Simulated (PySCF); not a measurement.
C3H3FN2OS.
Cartesian coordinates in Å at the GFN2-xTB level; atoms count from 1:
```
atom  x, y, z in Å
C1     1.907    0.269   -0.119
O2     1.101   -0.874    0.133
C3    -0.199   -0.676    0.137
N4    -1.015   -1.674    0.357
S5    -2.562   -1.157    0.308
C6    -2.014    0.456   -0.024
F7    -2.838    1.462   -0.193
N8    -0.733    0.558   -0.085
H9     1.683    0.691   -1.100
H10    2.934   -0.085   -0.084
H11    1.743    1.033    0.643
```

Computed at PBE0/pcSseg-1 (PySCF, non-relativistic), with Q(17O) = −0.0256 b, Q(14N) = 0.02044 b, Q(33S) = −0.0678 b: O2, 17O (I = 5/2): χzz = -11.30 MHz, η = 0.622; N4, 14N (I = 1): χzz = 3.949 MHz, η = 0.884; S5, 33S (I = 3/2): χzz = -37.81 MHz, η = 0.734; N8, 14N (I = 1): χzz = -3.899 MHz, η = 0.183.

Where would the pure quadrupole (NQR) lines of 17O at O2 fall for the rigid, isolated species?

From the eigenvalues of H = χ/[4I(2I − 1)] × [3Iz² − I(I + 1) + η(Ix² − Iy²)], steps between neighbouring levels, labelled as for η = 0: ±1/2↔±3/2 2.296 MHz, ±3/2↔±5/2 3.183 MHz (aryl ether oxygen).

Find the zero-field quadrupole resonance frequencies of 14N at N4.

From ν± = (3/4)|χ|(1 ± η/3) and ν0 = |χ|η/2: ν+ 3.835 MHz, ν− 2.089 MHz, ν0 1.746 MHz (pyridine-type nitrogen).

Find the zero-field quadrupole resonance frequencies of 33S at S5.

From ν = (|χ|/2)√(1 + η²/3): ν = 20.53 MHz (ring sulfur).

Where would the pure quadrupole (NQR) lines of 14N at N8 fall for the rigid, isolated species?

From ν± = (3/4)|χ|(1 ± η/3) and ν0 = |χ|η/2: ν+ 3.103 MHz, ν− 2.745 MHz, ν0 0.358 MHz (pyridine-type nitrogen).

In a crystal, neighbours and librations shift these lines. GFN2-xTB bond lengths can be off by several hundredths of an ångström, more for odd bonds, and the gradients follow them. With so small a basis the couplings can be 20 % off.

These values come from a run that also computed NMR shieldings. Time: 30 s. Hardware: Arm Neoverse N1, one thread, on a shared host.

One conformer stands for the species.
